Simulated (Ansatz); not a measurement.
Molecule: sum formula HSiO2Br2, net charge 0, doublet state. It need not be the lowest isomer of its formula. 
Structure (B3LYP-D3(BJ)/def2-TZVP (Ansatz, a quantum-chemistry and plane-wave program) minimum search):
```xyz
6

Si    -0.6610     0.0787     0.2195
Br     0.0083    -0.2890    -1.8777
Br     1.0082     0.1952     1.6363
O     -1.3417     1.5074    -0.1600
O     -1.6398    -1.0812     0.7906
H     -2.4743    -1.2276     0.3323
```
Charge 0, spin multiplicity 2.

Basis-set convergence of Hartree-Fock and CCSD(T) correlation energies (hartree) with Ansatz. Correlated levels leave the core frozen unless marked. Open shells are spin-unrestricted. No spin-orbit coupling. The frozen core is the preceding noble-gas configuration, with the filled d and f shells of earlier blocks. Non-relativistic.

| basis | functions | E(HF) | E(corr, CCSD(T)) |
|---|---|---|---|
| def2-SVP | 115 | -5583.36022 | -0.70479 |
| def2-TZVPP | 214 | [?] | [?] |

Question: Fill in the missing entries.

Answer: 
- def2-TZVPP, E(HF): -5584.30446
- def2-TZVPP, E(corr, CCSD(T)): -0.93105
